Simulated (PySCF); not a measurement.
H3BClN (SMILES NBCl), singlet, at a GFN2-xTB geometry, atoms displaced at random by about 0.08 Å a coordinate; TPSS/cc-pVDZ, gradient (PySCF).

The PySCF input:
```python
from pyscf import gto, scf, dft

mol = gto.M(
    atom='''
B    -0.86065389   -0.14698159    0.10586876
H    -1.55245657   -0.81432780    0.85545419
Cl    0.87508406   -0.42894182    0.29798149
N    -1.21310282    0.74237836   -0.61748638
H    -2.22582467    1.03762190   -0.95268544
H    -0.66352420    1.34865149   -1.38436062
''',
    basis='cc-pvdz',
    verbose=4,
)

mf = dft.RKS(mol)
mf.xc = 'tpss'
mf.grids.level = 0
mf.kernel()
g = mf.nuc_grad_method()
g.grid_response = True
grad = g.kernel()
```

### Question
What does PySCF print? Leave out banner, timings and long lists.

### Answer

```
PySCF version 2.14.0

[INPUT] verbose = 4
[INPUT] num. atoms = 6
[INPUT] num. electrons = 32
[INPUT] charge = 0
[INPUT] spin (= nelec alpha-beta = 2S) = 0
[INPUT] symmetry False subgroup None
[INPUT] Mole.unit = angstrom
[INPUT] Symbol           X                Y                Z      unit          X                Y                Z       unit  Magmom
[INPUT]  1 B     -0.860653890000  -0.146981590000   0.105868760000 AA   -1.626400140142  -0.277754950453   0.200062961547 Bohr   0.0
[INPUT]  2 H     -1.552456570000  -0.814327800000   0.855454190000 AA   -2.933717737582  -1.538856517620   1.616574131212 Bohr   0.0
[INPUT]  3 Cl     0.875084060000  -0.428941820000   0.297981490000 AA    1.653669209372  -0.810582563172   0.563103406290 Bohr   0.0
[INPUT]  4 N     -1.213102820000   0.742378360000  -0.617486380000 AA   -2.292432090738   1.402891781204  -1.166880143849 Bohr   0.0
[INPUT]  5 H     -2.225824670000   1.037621900000  -0.952685440000 AA   -4.206199027600   1.960821211851  -1.800314564461 Bohr   0.0
[INPUT]  6 H     -0.663524200000   1.348651490000  -1.384360620000 AA   -1.253879015021   2.548581953587  -2.616062429433 Bohr   0.0

nuclear repulsion = 88.3022933417438
number of shells = 24
number of NR pGTOs = 114
number of NR cGTOs = 61
basis = cc-pvdz
ecp = {}

******** <class 'pyscf.dft.rks.RKS'> ********
method = RKS
initial guess = minao
damping factor = 0
level_shift factor = 0
DIIS = <class 'pyscf.scf.diis.CDIIS'>
diis_start_cycle = 1
diis_space = 8
diis_damp = 0
SCF conv_tol = 1e-09
SCF conv_tol_grad = None
SCF max_cycles = 50
direct_scf = True
direct_scf_tol = 1e-13
XC library pyscf.dft.libxc version 7.1.2
    S. Lehtola, C. Steigemann, M. J. T. Oliveira, and M. A. L. Marques,  SoftwareX 7, 1–5 (2018)
XC functionals = tpss
    J. Tao, J. P. Perdew, V. N. Staroverov, and G. E. Scuseria,  Phys. Rev. Lett. 91, 146401 (2003)
    J. P. Perdew, J. Tao, V. N. Staroverov, and G. E. Scuseria,  J. Chem. Phys. 120, 6898 (2004)
    J. Tao, J. P. Perdew, V. N. Staroverov, and G. E. Scuseria,  Phys. Rev. Lett. 91, 146401 (2003)
    J. P. Perdew, J. Tao, V. N. Staroverov, and G. E. Scuseria,  J. Chem. Phys. 120, 6898 (2004)
radial grids:
    Treutler-Ahlrichs [JCP 102, 346 (1995); DOI:10.1063/1.469408] (M4) radial grids

becke partition: Becke, JCP 88, 2547 (1988); DOI:10.1063/1.454033
pruning grids: <function nwchem_prune>
grids dens level: 0
symmetrized grids: False
atomic radii adjust function: <function treutler_atomic_radii_adjust>
small_rho_cutoff = 0
Set gradient conv threshold to 3.16228e-05
Initial guess from minao.
tot grids = 5632
init E= -541.947243901826
  HOMO = -0.340688172212538  LUMO = -0.0501903050466939  gap/eV = 7.90485
cycle= 1 E= -541.597222219256  delta_E= 0.35  |g|= 0.506  |ddm|= 2.22
  HOMO = -0.174074635821621  LUMO = 0.0166935535904824  gap/eV = 5.19107
cycle= 2 E= -541.53415800805  delta_E= 0.0631  |g|= 0.731  |ddm|= 1.05
  HOMO = -0.234931444227242  LUMO = -0.00581588797246413  gap/eV = 6.23455
cycle= 3 E= -541.661413975365  delta_E= -0.127  |g|= 0.127  |ddm|= 0.609
  HOMO = -0.251408033365703  LUMO = 0.00582671285215586  gap/eV = 6.99971
cycle= 4 E= -541.665824748963  delta_E= -0.00441  |g|= 0.0175  |ddm|= 0.133
  HOMO = -0.248040735235592  LUMO = 0.00557515158705257  gap/eV = 6.90124
cycle= 5 E= -541.66590681926  delta_E= -8.21e-05  |g|= 0.00429  |ddm|= 0.021
  HOMO = -0.248354042024028  LUMO = 0.00515015164500099  gap/eV = 6.89820
cycle= 6 E= -541.66591208013  delta_E= -5.26e-06  |g|= 0.00107  |ddm|= 0.00452
  HOMO = -0.248418349015518  LUMO = 0.00513001779617017  gap/eV = 6.89940
cycle= 7 E= -541.665912340363  delta_E= -2.6e-07  |g|= 0.000411  |ddm|= 0.0013
  HOMO = -0.248395778379441  LUMO = 0.00513735233045187  gap/eV = 6.89899
cycle= 8 E= -541.665912389588  delta_E= -4.92e-08  |g|= 6.76e-05  |ddm|= 0.00043
  HOMO = -0.24840035836506  LUMO = 0.00513923026033236  gap/eV = 6.89916
cycle= 9 E= -541.665912390869  delta_E= -1.28e-09  |g|= 1.02e-05  |ddm|= 7.6e-05
  HOMO = -0.248400116538735  LUMO = 0.00513847708371085  gap/eV = 6.89914
cycle= 10 E= -541.665912390902  delta_E= -3.22e-11  |g|= 2.58e-06  |ddm|= 1.2e-05
  HOMO = -0.248400222142251  LUMO = 0.00513830282422623  gap/eV = 6.89913
Extra cycle  E= -541.665912390901  delta_E= 5.68e-13  |g|= 2.21e-06  |ddm|= 5.25e-06
converged SCF energy = -541.665912390901

******** <class 'pyscf.grad.rks.Gradients'> for <class 'pyscf.dft.rks.RKS'> ********
unit = Eh/Bohr
grid_response = True
--------------- RKS gradients ---------------
         x                y                z
0 B    -0.0676073575     0.1878017623    -0.1717777965
1 H     0.0000212209    -0.0058292481     0.0110908553
2 Cl    -0.0191451306     0.0063576662    -0.0011783994
3 N     0.1179956905    -0.2546643788     0.2481048799
4 H    -0.0432167501     0.0256926068    -0.0332837055
5 H     0.0119523268     0.0406415917    -0.0529558338
----------------------------------------------
```
